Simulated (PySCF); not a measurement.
C₆H₉Br.
Numbering: `[Br:1][C@H:2]1[C@@H:3]2[CH2:4][CH2:5][C@H:6]1[CH2:7]2` (hydrogens: H8 on C2; H9 on C3; H10, H11 on C4; H12, H13 on C5; H14 on C6; H15, H16 on C7)

All values: B3LYP/def2-SVPD (PySCF, non-relativistic), on one gas-phase PBE0-D3(BJ)/def2-SVP geometry that isn't relaxed in the solvent. The solvent is an IEF-PCM continuum (cavity from Bondi-type radii × 1.2). Specific hydrogen bonds and non-electrostatic terms are outside this model. Spin–orbit coupling is left out although an atom past zinc is present.

Gas phase at B3LYP/def2-SVPD: HOMO -7.35 eV, LUMO -0.24 eV, dipole 2.27 D.

Problem. What does the continuum do to the energy, the frontier levels and the dipole at B3LYP/def2-SVPD in chloroform and acetone?

Solution. 
| solvent | ε | E(solvent) − E(gas) (kcal/mol) | polarisation term (kcal/mol) | distortion of the solute (kcal/mol) | HOMO (eV) | LUMO (eV) | dipole (D) |
| --- | --- | --- | --- | --- | --- | --- | --- |
| chloroform | 4.711 | -1.76 | -2.00 | 0.24 | -7.42 | -0.23 | 2.86 |
| acetone | 20.49 | -2.33 | -2.76 | 0.43 | -7.45 | -0.24 | 3.06 |

Polarisation term: ½ Σ q·V over the induced surface charges. Distortion: the rise of the solute's own energy as its density leaves the gas-phase optimum. From chloroform to acetone the lowering changes by a factor 1.32, Onsager's factor (ε − 1)/(2ε + 1) by 1.30 and ε itself by 4.3.

Problem. Which radius a makes the point-dipole formula ΔE = −[(ε − 1)/(2ε + 1)]·μ²/a³ give the value in acetone, with the gas-phase dipole?

Solution. μ = 0.892 au and |ΔE| = 0.00372 Eh give a = 2.45 Å; the farthest nucleus lies 3.05 Å from the centroid of the nuclei, so such a sphere wouldn't even hold the nuclei. The formula assumes a rigid point dipole at the centre of a sphere.

Problem. How does the static polarisability (B3LYP/def2-SVPD, frozen core, with the continuum's full static response) change?

Solution. 
```tsv
medium	isotropic (au)	principal values (au)	⟨r²⟩ of the electrons (bohr²)
gas	87.8	78.4, 78.9, 106.1	1178.0
chloroform	111.5	100.6, 101.2, 132.6	1177.9
acetone	121.7	111.1, 111.5, 142.4	1177.8
```

The isotropic value in acetone is 1.39 times the gas-phase one; no cavity-field correction is applied. ⟨r²⟩ is taken about the centre of nuclear charge.
